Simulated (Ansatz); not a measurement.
Two isomers of C2H5BO2: A = `OC1(O)BC1`, B = `CC1OB1O`.

Calculated with Ansatz (gas phase, PBE0-D4/def2-TZVP geometries, no zero-point term in ΔE). CCSD(T)/CBS adds triple-zeta CCSD(T) − MP2 to the extrapolated MP2 energy (def2 sets, frozen cores). DFT in def2-TZVPP. B3LYP here is the variant with VWN-RPA as its local correlation; programs differ in this. Each species was taken in one conformer, which may not be the lowest.

Problem. Which isomer does CCSD(T)/CBS put lower? Give the gap. (Estimate.)

Solution. The calculation gave: B, by 81.5 kcal/mol.

Problem. Give E(B) − E(A) in kcal/mol with B3LYP-D4, LDA (SPW92), PBE-D4, PBE0-D4, B3LYP, HF/def2-TZVPP, MP2/def2-TZVPP. (Best estimate.)

Solution. Computed: B3LYP-D4 -81.2, LDA (SPW92) -76.9, PBE-D4 -78.8, PBE0-D4 -78.9, B3LYP -81.6, HF/def2-TZVPP -81.1, MP2/def2-TZVPP -84.2. None reverses the order clearly.

Problem. Does the order hold for the free energy at 298.15 K (harmonic terms from PBE0-D4)? (An estimate is asked.)

Solution. Ansatz gave: Yes: G(B) − G(A) = -79.0 kcal/mol, for one conformer each.

Largest T1 diagnostic: 0.013.

At CCSD(T), def2-SVP lies −3.8 kcal/mol from the extrapolated value and def2-TZVPP −0.7 kcal/mol. Leaving LDA and LC-ωPBE aside and taking each functional with its dispersion term where it has one, the values, not all of them listed here, spread over 4.4 kcal/mol, from B2PLYP to revPBE-D4. LDA lies +2.1 kcal/mol from PBE without D4.
